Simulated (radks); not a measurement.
Effect of the nuclear size on the strontium ion Sr+, [Kr] 5s1. Calculated with a radial shooting solver on a logarithmic mesh with Libxc functionals: Dirac Kohn-Sham, PBE, spin-unpolarised, spherical densities, finite nucleus; Fermi nuclear charge, rms radius 4.224 fm. The rms radius is varied about that value; shifts are against it.

rms radius (fm)  total energy shift (eV)  density at nucleus (e/bohr^3)  1s1/2 shift (meV)  2s1/2 shift (meV)  3p1/2 shift (meV)  4s1/2 shift (meV)
3.62                              -0.221                      6.182e+04              -93.5              -9.65              0.157             -0.199
3.8481                            -0.141                      6.149e+04              -59.8              -6.17              0.100             -0.127
4.224                                  0                      6.098e+04              0.000              0.000              0.000              0.000
4.5999                             0.153                      6.052e+04               64.8               6.69             -0.109              0.138
4.714                              0.202                      6.039e+04               85.5               8.82             -0.143              0.182

Slopes of the eigenvalues against <r^2> in GHz/fm^2, as finite differences over the two radii next to the reference (eigenvalue slopes, not the field-shift constants of lines): 1s1/2 4740, 2s1/2 489, 3p1/2 -7.96, 4s1/2 10.1.
